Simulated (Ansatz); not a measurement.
The inner images of a band of AlH4NO2 + H2 (10 atoms, charge 0, multiplicity 1) are given out of order.

Theory: Ansatz 0.2.0, RKS r2SCANh/def2-SVP.

Initial state:

```xyz
10
Properties=species:S:1:pos:R:3
Al -0.361 -0.299 -0.137
N -0.345 1.388 -0.670
O 0.438 -1.562 -0.949
O -1.361 -0.687 1.180
H 1.440 0.537 1.136
H 1.540 -0.160 1.426
H -0.913 2.110 -0.242
H 0.162 1.774 -1.455
H 0.926 -1.522 -1.770
H -1.526 -1.580 1.480
```

Final state:

```xyz
10
Properties=species:S:1:pos:R:3
Al 0.221 -0.600 0.296
N 0.112 1.361 -0.163
O 0.494 -1.066 -1.353
O -1.397 -0.642 0.921
H 0.784 1.986 0.277
H 1.420 -0.815 1.334
H -0.831 1.659 0.089
H 0.218 1.420 -1.176
H 0.758 -1.939 -1.642
H -1.778 -1.366 1.416
```

Task: Put them in order from the first end to the last, with their energies above the first end.
A.
```xyz
10
Properties=species:S:1:pos:R:3
Al -0.258 -0.242 -0.133
N -0.342 1.455 -0.619
O 0.780 -1.339 -0.928
O -1.375 -0.732 1.056
H 1.382 0.554 1.128
H 1.504 -0.170 1.333
H -1.004 2.123 -0.244
H 0.214 1.885 -1.347
H 0.537 -1.913 -1.653
H -1.439 -1.620 1.405
```
B.
```xyz
10
Properties=species:S:1:pos:R:3
Al -0.255 -0.277 -0.166
N -0.273 1.460 -0.513
O 0.640 -1.264 -1.222
O -1.324 -0.825 1.035
H 1.245 0.715 0.922
H 1.489 0.067 1.263
H -0.825 2.141 -0.007
H 0.241 1.902 -1.264
H 0.607 -2.208 -1.364
H -1.545 -1.711 1.316
```
C.
```xyz
10
Properties=species:S:1:pos:R:3
Al 0.086 -0.523 0.165
N 0.032 1.434 -0.246
O 0.551 -1.267 -1.313
O -1.407 -0.848 0.956
H 0.820 1.422 0.429
H 1.325 -0.119 1.150
H -0.730 2.015 0.104
H 0.343 1.781 -1.153
H 0.612 -2.211 -1.456
H -1.632 -1.683 1.364
```
D.
```xyz
10
Properties=species:S:1:pos:R:3
Al -0.058 -0.401 0.021
N -0.032 1.445 -0.304
O 0.613 -1.286 -1.270
O -1.364 -0.852 1.015
H 0.936 0.980 0.608
H 1.304 0.160 1.078
H -0.742 2.065 0.080
H 0.329 1.829 -1.174
H 0.615 -2.230 -1.417
H -1.600 -1.710 1.362
```
E.
```xyz
10
Properties=species:S:1:pos:R:3
Al 0.170 -0.568 0.243
N 0.083 1.401 -0.198
O 0.511 -1.179 -1.339
O -1.410 -0.778 0.915
H 0.836 1.792 0.368
H 1.396 -0.459 1.271
H -0.789 1.852 0.078
H 0.274 1.617 -1.176
H 0.620 -2.109 -1.538
H -1.691 -1.569 1.375
```

Result: A (+0.03 eV), B (+0.06 eV), D (+0.60 eV), C (-0.29 eV), E (-0.66 eV).

The run took 6 min on 2 threads of Intel(R) Xeon(R) Platinum 8259CL CPU @ 2.50GHz (Skylake/Cascade Lake), on a shared host, peak memory 0.22 GiB.
